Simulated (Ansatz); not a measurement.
Reactions of `CC=NC(=O)O`.

Program: Ansatz. Geometries: PBE0-D4/def2-TZVP. ΔE: electronic, gas phase. CBS: MP2 limit from def2 TZ/QZ plus the TZ coupled-cluster correction, frozen cores. This one scheme is used for every species, atoms too. Double bonds are as drawn, so ΔE can hold a change between cis and trans. Functionals use def2-TZVPP. Open shells (•) are unrestricted, without spin–orbit coupling. Spin–orbit coupling would lower the free atoms: a little for C, O. Each species was taken in one conformer, which may not be the lowest.

| reaction | ωB97M-V (eV) | PBE-D4 (eV) | CCSD(T)/CBS(def2) (eV) |
| --- | --- | --- | --- |
| `C/C=N/C(=O)O` + CH₃OH → `COC(=O)O` + `CC=N` | -0.26 | -0.21 | -0.24 |
| `C/C=N/C(=O)O` → 3 C• + 5 H• + N• + 2 O• | 49.01 | 50.85 | 48.67 |
| `C/C=N/C(=O)O` → `O=C=CNCO` | 1.89 | 1.82 | 1.88 |
| `C/C=N/C(=O)O` + CH₄ → `C/C=N/C(C)=O` + H₂O | 0.40 | 0.41 | 0.27 |
| `C/C=N/C(=O)O` → `C/N=C(/O)C=O` | 1.03 | 0.98 | 0.99 |
| `C/C=N/C(=O)O` + `C[SiH2]F` → `O=C(O)C[SiH2]F` + `CC=N` | 0.12 | 0.17 | 0.09 |
| `C/C=N/C(=O)O` → `CC=N` + carbon dioxide | -0.11 | -0.15 | -0.17 |

Largest T1 diagnostic: 0.018, for `O=C=O`.
